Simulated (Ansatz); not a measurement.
Ansatz (a program for electronic structure) input (B3LYP/LANL2DZ): The .json file is the Basis Set Exchange's LANL2DZ.

Ansatz 0.2 input:
```yaml
crystal:
  periodic: [false, false, false]
  atoms:
    - {symbol: F, position_ang: [-1.95477800, 0.89537100, -0.04305600]}
    - {symbol: C, position_ang: [-1.45726700, -0.39229900, 0.25125900]}
    - {symbol: Br, position_ang: [0.79584700, -0.13801300, -0.01053100]}
    - {symbol: H, position_ang: [-1.51803400, -0.87409600, -0.75148400]}
basis:
  gaussian:
    orbitals: LANL2DZ.json
hamiltonian:
  xc: {name: B3LYP}
total_charge: -1
relax: {f_tol: 0.003, max_steps: 120}
```

Output:

```
Functional definition: B3LYP
integrals: 0.01 GiB planned
399 factors; integrals over basis functions are off by at most 3.3e-4 eV
mean field: 0.07 GiB planned
mean field evaluation 1: about -4125.8007 eV, gradient 2.9e1 eV
mean field evaluation 2: about -4123.8996 eV, gradient 4.5e1 eV
mean field evaluation 4: about -4127.4476 eV, gradient 6.0e-1 eV
mean field evaluation 8: about -4127.4424 eV, gradient 1.1e-2 eV
mean field -4127.44241259 eV, -151.6807109816 hartree, gradient 1.9e-5 eV, S^2 0.000000; 0 other end points of the search recorded, 0 dependent functions left out
the calculation of the forces begins
reference -4127.44258559 eV, -151.6807173393 hartree; 12, 12 occupied and 16, 16 virtual orbitals, 399 factors
relax step   1: F+E_penalty+E_count = -4127.44241259 eV  Δ(F+E_penalty+E_count) = +0.000e0 eV  max|allowed force component| = 2.030e0 eV/Å  Δτ_max = 0.0000 Å  (21 SCF iters, accepted)
these checks for a lower state are left out or cut short: starts, cluster_reference, orbital_swaps, neighbouring_geometries, increment
integrals: 0.01 GiB planned
399 factors; integrals over basis functions are off by at most 3.2e-4 eV
mean field: 0.07 GiB planned
mean field evaluation 16: about -4127.5005 eV, gradient 2.1e-1 eV
mean field -4127.50076696 eV, -151.6828554654 hartree, gradient 1.1e-5 eV, S^2 0.000000; 0 other end points of the search recorded, 0 dependent functions left out
the calculation of the forces begins
reference -4127.50094054 eV, -151.6828618443 hartree; 12, 12 occupied and 16, 16 virtual orbitals, 399 factors
relax step   2: F+E_penalty+E_count = -4127.50076696 eV  Δ(F+E_penalty+E_count) = -5.835e-2 eV  max|allowed force component| = 1.044e0 eV/Å  Δτ_max = 0.1367 Å  (27 SCF iters, accepted)
these checks for a lower state are left out or cut short: starts, cluster_reference, orbital_swaps, neighbouring_geometries, increment
integrals: 0.01 GiB planned
399 factors; integrals over basis functions are off by at most 3.1e-4 eV
mean field: 0.07 GiB planned
mean field -4127.56202304 eV, -151.6851065848 hartree, gradient 1.9e-5 eV, S^2 0.000000; 0 other end points of the search recorded, 0 dependent functions left out
the calculation of the forces begins
reference -4127.56219813 eV, -151.6851130190 hartree; 12, 12 occupied and 16, 16 virtual orbitals, 399 factors
relax step   3: F+E_penalty+E_count = -4127.56202304 eV  Δ(F+E_penalty+E_count) = -6.126e-2 eV  max|allowed force component| = 4.394e-1 eV/Å  Δτ_max = 0.0720 Å  (26 SCF iters, accepted)
these checks for a lower state are left out or cut short: starts, cluster_reference, orbital_swaps, neighbouring_geometries, increment
integrals: 0.01 GiB planned
399 factors; integrals over basis functions are off by at most 3.2e-4 eV
mean field: 0.07 GiB planned
mean field evaluation 32: about -4127.5687 eV, gradient 3.1e-4 eV
mean field -4127.56872995 eV, -151.6853530590 hartree, gradient 2.0e-5 eV, S^2 0.000000; 0 other end points of the search recorded, 0 dependent functions left out
the calculation of the forces begins
reference -4127.56890489 eV, -151.6853594881 hartree; 12, 12 occupied and 16, 16 virtual orbitals, 399 factors
relax step   4: F+E_penalty+E_count = -4127.56872995 eV  Δ(F+E_penalty+E_count) = -6.707e-3 eV  max|allowed force component| = 3.278e-1 eV/Å  Δτ_max = 0.0244 Å  (25 SCF iters, accepted)
these checks for a lower state are left out or cut short: starts, cluster_reference, orbital_swaps, neighbouring_geometries, increment
integrals: 0.01 GiB planned
399 factors; integrals over basis functions are off by at most 3.2e-4 eV
mean field: 0.07 GiB planned
mean field -4127.57162466 eV, -151.6854594377 hartree, gradient 2.2e-5 eV, S^2 0.000000; 0 other end points of the search recorded, 0 dependent functions left out
the calculation of the forces begins
reference -4127.57179946 eV, -151.6854658613 hartree; 12, 12 occupied and 16, 16 virtual orbitals, 399 factors
relax step   5: F+E_penalty+E_count = -4127.57162466 eV  Δ(F+E_penalty+E_count) = -2.895e-3 eV  max|allowed force component| = 1.364e-1 eV/Å  Δτ_max = 0.0148 Å  (26 SCF iters, accepted)
these checks for a lower state are left out or cut short: starts, cluster_reference, orbital_swaps, neighbouring_geometries, increment
integrals: 0.01 GiB planned
399 factors; integrals over basis functions are off by at most 3.2e-4 eV
mean field: 0.07 GiB planned
mean field -4127.57152823 eV, -151.6854558939 hartree, gradient 2.1e-5 eV, S^2 0.000000; 0 other end points of the search recorded, 0 dependent functions left out
the calculation of the forces begins
reference -4127.57170260 eV, -151.6854623018 hartree; 12, 12 occupied and 16, 16 virtual orbitals, 399 factors
relax step   6: F+E_penalty+E_count = -4127.57152823 eV  Δ(F+E_penalty+E_count) = +9.643e-5 eV  max|allowed force component| = 9.890e-2 eV/Å  Δτ_max = 0.0155 Å  (26 SCF iters, rejected (line search))
these checks for a lower state are left out or cut short: starts, cluster_reference, orbital_swaps, neighbouring_geometries, increment
integrals: 0.01 GiB planned
399 factors; integrals over basis functions are off by at most 3.2e-4 eV
mean field: 0.07 GiB planned
mean field -4127.57227375 eV, -151.6854832913 hartree, gradient 7.4e-6 eV, S^2 0.000000; 0 other end points of the search recorded, 0 dependent functions left out
the calculation of the forces begins
reference -4127.57244838 eV, -151.6854897088 hartree; 12, 12 occupied and 16, 16 virtual orbitals, 399 factors
relax step   7: F+E_penalty+E_count = -4127.57227375 eV  Δ(F+E_penalty+E_count) = -6.491e-4 eV  max|allowed force component| = 2.860e-3 eV/Å  Δτ_max = 0.0069 Å  (23 SCF iters, accepted)
integrals: 0.01 GiB planned
399 factors; integrals over basis functions are off by at most 3.2e-4 eV
mean field: 0.07 GiB planned
mean field evaluation 64: about -4127.5723 eV, gradient 1.1e-2 eV
mean field -4127.57227375 eV, -151.6854832913 hartree, gradient 7.4e-6 eV, S^2 0.000000; 1 other end points of the search recorded, 0 dependent functions left out
the calculation of the forces begins
reference -4127.57244838 eV, -151.6854897088 hartree; 12, 12 occupied and 16, 16 virtual orbitals, 399 factors
Total energy: -4127.57244838 eV, -151.6854897088 hartree
Atom 0 at    -2.018225     0.939149    -0.053914 Å, force     0.000065    -0.002860     0.000375 eV/Å
Atom 1 at    -1.470669    -0.418124     0.273925 Å, force    -0.001256     0.002715    -0.000456 eV/Å
Atom 2 at     0.882900    -0.153524    -0.010041 Å, force     0.000795    -0.000597    -0.000186 eV/Å
Atom 3 at    -1.528238    -0.876538    -0.763783 Å, force     0.000396     0.000742     0.000266 eV/Å
Dipole moment:     0.400891    -0.094214    -0.365304 e Å
```

The dipole moment of an ion depends on the origin.

The geometry given is a B3LYP-D3(BJ)/def2-TZVP minimum.
